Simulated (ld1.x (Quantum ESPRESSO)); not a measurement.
Results of a calculation; reference values are marked as such.
Pseudopotentials across the periodic table

Generated with ld1.x 7.5 (TM, RRKJ, ultrasoft, PAW), atompaw 4.2 or ONCVPSP 4.0.1. The cutoff is in Ry: for ld1.x and atompaw files where the sum of valence levels is converged to 10 mRy in a Bessel basis, for ONCV files where the hardest occupied wave has 1 mHa per electron of residual kinetic energy. The error is the largest all-electron minus pseudo excitation energy over each file’s own four to seven test configurations (ionisations up to +4, promotions, holes and added fractions of an electron), all of which were solved. The labels leave out finer settings (local radius, basis sizes, second energies), which also bear on the numbers. Spin-polarised tests are not counted. The rows are a selection from randomly drawn settings: files with unsolved tests, undetermined cutoffs or missed reference levels are left out.

A true bound ghost makes a file unfit for plane-wave use even where its test errors are small: the radial tests pick states by their node count and pass the ghost by.

```tsv
element	potential	cutoff (Ry)	largest error (meV)	bound ghosts
C	ultrasoft, Wu–Cohen, scalar-relativistic, rc 1.40/1.55 (sp), local smoothed, core correction yes, reference 2s1 2p3	25	+75	none
Ge	TM, PBE, fully relativistic, rc 1.85/2.25 (sp), local smoothed, core correction no, reference 4s1.75 4p2.25	18	+99	none
```

(1) Fill in the row for Ge: TM, PBE, scalar-relativistic, rc 1.55/1.75/1.45 (spd), local p, core correction yes, reference 4s2 4p2.

(2) Fill in the row for Gd: RRKJ, revPBE, scalar-relativistic, rc 1.45/2.45/2.20/1.25 (spdf), local s, core correction yes, reference 4f7 5s2 5p6 5d1 6s0 6p0.

(3) Fill in the row for Fe: TM, PBE, scalar-relativistic, rc 0.90/0.90/1.85 (spd), local d, core correction yes, reference 3s2 3p6 3d6 4s0 4p0.

## Answers

(1) cutoff 30 Ry, largest error -284 meV, bound ghosts: s, d.

(2) cutoff 180 Ry, largest error +121 meV, bound ghosts: none.

(3) cutoff 180 Ry, largest error -844 meV, bound ghosts: none.
